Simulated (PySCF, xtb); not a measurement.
fulvene (C6H6), SMILES C1=CC=CC1=C.

GFN2-xTB (xtb) at its own geometry gives an orbital gap of 2.34 eV and a dipole moment of 0.73 D.

Geometry optimised at PBE0-D3(BJ)/def2-SVP.

Task: What does PBE/def2-TZVP run with PySCF give? (The exact figures need the calculation; the answer reports its results.)

Result: gap 2.51 eV (levels -5.34 and -2.83 eV), dipole 0.59 D.
